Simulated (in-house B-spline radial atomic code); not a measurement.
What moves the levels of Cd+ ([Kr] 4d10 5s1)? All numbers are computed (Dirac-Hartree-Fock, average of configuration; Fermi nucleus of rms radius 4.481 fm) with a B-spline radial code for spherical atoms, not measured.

Baseline run (computed): total energy -5593.0554 hartree, 1s1/2 at -987.675 hartree, 5s1/2 at -15.69 eV with <r> = 2.777 bohr.

Changing the nucleus:

```json
{"nucleus": "Fermi nucleus of rms radius 4.4951 fm, A = 103", "ΔE (eV)": "0.0192"}
{"nucleus": "Fermi nucleus of rms radius 4.5122 fm, A = 104", "ΔE (eV)": "0.0426"}
{"nucleus": "Fermi nucleus of rms radius 4.5216 fm, A = 105", "ΔE (eV)": "0.0554"}
{"nucleus": "Fermi nucleus of rms radius 4.5383 fm, A = 106", "ΔE (eV)": "0.0784"}
{"nucleus": "Fermi nucleus of rms radius 4.5466 fm, A = 107", "ΔE (eV)": "0.0898"}
{"nucleus": "Fermi nucleus of rms radius 4.5577 fm, A = 108", "ΔE (eV)": "0.105"}
{"nucleus": "Fermi nucleus of rms radius 4.5601 fm, A = 109", "ΔE (eV)": "0.108"}
{"nucleus": "Fermi nucleus of rms radius 4.5765 fm, A = 110", "ΔE (eV)": "0.131"}
{"nucleus": "Fermi nucleus of rms radius 4.5845 fm, A = 111", "ΔE (eV)": "0.142"}
{"nucleus": "Fermi nucleus of rms radius 4.5944 fm, A = 112", "ΔE (eV)": "0.156"}
{"nucleus": "Fermi nucleus of rms radius 4.6012 fm, A = 113", "ΔE (eV)": "0.165"}
{"nucleus": "Fermi nucleus of rms radius 4.6087 fm, A = 114", "ΔE (eV)": "0.176"}
{"nucleus": "Fermi nucleus of rms radius 4.6114 fm, A = 115", "ΔE (eV)": "0.18"}
{"nucleus": "Fermi nucleus of rms radius 4.6203 fm, A = 116", "ΔE (eV)": "0.192"}
{"nucleus": "Fermi nucleus of rms radius 4.6136 fm, A = 117", "ΔE (eV)": "0.183"}
{"nucleus": "Fermi nucleus of rms radius 4.6246 fm, A = 118", "ΔE (eV)": "0.198"}
{"nucleus": "Fermi nucleus of rms radius 4.63 fm, A = 120", "ΔE (eV)": "0.206"}
```

A larger nucleus binds the electrons less, roughly as the density at the nucleus times the change of the nuclear <r²>. The reference is A = 102.
